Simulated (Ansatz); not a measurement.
```yaml
crystal:
  periodic: [false, false, false]
  atoms:
    - {symbol: C, position_ang: [-1.867914, 1.325253, -0.546558]}
    - {symbol: In, position_ang: [-0.013603, 0.641363, 0.278170]}
    - {symbol: C, position_ang: [0.853598, 0.207010, 2.187527]}
    - {symbol: F, position_ang: [1.466471, 1.015589, -1.042026]}
    - {symbol: P, position_ang: [0.549015, -1.673556, -1.228963]}
    - {symbol: H, position_ang: [-2.170942, 2.265014, -0.082691]}
    - {symbol: H, position_ang: [-1.737538, 1.485332, -1.616994]}
    - {symbol: H, position_ang: [-2.658807, 0.591233, -0.385077]}
    - {symbol: H, position_ang: [1.915720, 0.002406, 2.051486]}
    - {symbol: H, position_ang: [0.740189, 1.055950, 2.863212]}
    - {symbol: H, position_ang: [0.374352, -0.661142, 2.642567]}
    - {symbol: H, position_ang: [1.931587, -1.929580, -1.151334]}
    - {symbol: H, position_ang: [0.491142, -1.337666, -2.595316]}
    - {symbol: H, position_ang: [0.113730, -3.016306, -1.345204]}
basis:
  gaussian: {orbitals: def2-SVP, nuclear_model: gaussian}
magnetization: {spin_polarized: true, initial_magnetization: 4}
hamiltonian: {xc: {name: PBEsol}, dispersion: d4, pseudopotentials: {relativity: none}}
```

```sh
$ ansatz run in.yaml --threads 8 --pin off --events-out ev --progress --plain --max-ram 20889MiB
```

Shortened log:

```
Functional definition: PBEsol
1509 factors; their error is unknown
mean field evaluation 1: about -19312.9795 eV, gradient 5.8e1 eV
mean field evaluation 2: about -19156.8728 eV, gradient 1.3e2 eV
mean field evaluation 4: about -19304.7696 eV, gradient 5.1e1 eV
mean field evaluation 8: about -19332.7315 eV, gradient 4.0e-1 eV
mean field evaluation 16: about -19332.7046 eV, gradient 5.1e-5 eV
mean field -19332.70455569 eV, -710.4637882440 hartree, gradient 3.0e-6 eV, S^2 6.004890; 10 other end points of the search recorded, 0 dependent functions left out
reference -19332.70462095 eV, -710.4637906422 hartree; 35, 31 occupied and 96, 100 virtual orbitals, 1509 factors
Total energy: -19332.80954923 eV, -710.4676466852 hartree
```

**Question.** Something in this input is off. What?

**Answer.** The spin is set far too high for this molecule. The calculation finished and met its thresholds. The result belongs to that input, not to the molecule as meant.
